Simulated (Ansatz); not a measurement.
Reaction (formal exchange of groups at a C–C bond): `C#CC=[Se]` + `[NH2][AlH][NH2]` → `C#[C][Al]([NH2])[NH2]` + `C=[Se]`

Gas-phase electronic energies from Ansatz, PBE0-D4/def2-TZVP geometries. CCSD(T)/CBS adds triple-zeta CCSD(T) − MP2 to the extrapolated MP2 energy (def2 sets, frozen cores). This one scheme is used for every species. DFT in def2-TZVPP. HSE06 is defined as in plane-wave codes. For Se outer-core shells are correlated without core-valence functions, which leaves a few kJ/mol of doubt a bond. Scalar relativity is left out up to krypton. Each species was taken in one conformer, which may not be the lowest.

| level | ΔE (kJ/mol) |
| --- | --- |
| PBE0-D4 | -47.7 |
| HSE06-D4 | -47.0 |
| ωB97M-V | -64.7 |
| PBE0 | -47.8 |
| r2SCAN0 | -54.0 |
| LC-ωPBE | -61.6 |
| CCSD/def2-SVP | -59.1 |
| SCS-MP2/def2-QZVPP | -65.0 |

(1) What does CCSD(T)/CBS give? (An estimate is asked.)

(2) What do rigid-rotor, harmonic-oscillator terms from PBE0-D4/def2-TZVP frequencies (298.15 K, 1 bar) make of the CCSD(T)/CBS value? (An estimate is asked.)

Largest T1 diagnostic among the species: 0.016.

## Answers

(1) The calculation gave: -67.5 kJ/mol. The listed levels differ from it by 19.8, 20.5, 2.8, 19.7, 13.5, 5.9, 8.4, 2.5 kJ/mol.

(2) Computed: ΔZPE = +4.7 kJ/mol, ΔH = -60.7 kJ/mol, ΔS = 2 J/(mol·K), ΔG = -61.4 kJ/mol.

From r2SCAN to r2SCAN0 (25 % exact exchange), in def2-TZVPP and without D4, ΔE moves by −6.7 kJ/mol. In def2-TZVPP, CCSD(T) changes the Hartree–Fock value by +10.4 kJ/mol (the triples alone add +4.1 kJ/mol) and MP2 by +17.2 kJ/mol.
